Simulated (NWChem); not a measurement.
Species: CH$_{4}$Cl$_{2}$Ge; SMILES [GeH]([Cl])([Cl])[CH3]

Program: NWChem. Medium grid unless said otherwise, to which SCAN and Minnesota functionals are sensitive. All runs use the structure optimised with PBE-D3(BJ)/def2-SVP. Hybrids' shares of exact exchange are those that their runs print; pure functionals count as 0. The functionals differ in more than this share.

```csv
row,share of exact exchange,orbital gap (eV)
PBE/def2-TZVP,0.00,5.79
KT2/def2-TZVP,0.00,5.80
B3LYP/def2-TZVP,0.20,7.57
PW6B95/def2-TZVP,0.28,8.23
MN15/def2-TZVP,0.44,withheld
M05-2X/def2-TZVP,0.56,10.57
```

Fit a straight line of the last column on the one before it, predict the withheld value, and compare with the run.


1. Means of the 5 shown rows: x = 0.208, y = 7.592. Slope Σ(x − x̄)(y − ȳ)/Σ(x − x̄)² = 1.842/0.2157 = 8.540; intercept 5.816.
2. The shown rows scatter about the line by 0.030 (root mean square); the largest residual is +0.05, at B3LYP/def2-TZVP.
3. At x = 0.44 (MN15/def2-TZVP; inside the shown range) the line gives 9.57.
4. The run gives 9.50, -0.07 from the line, 2.4 times the scatter.
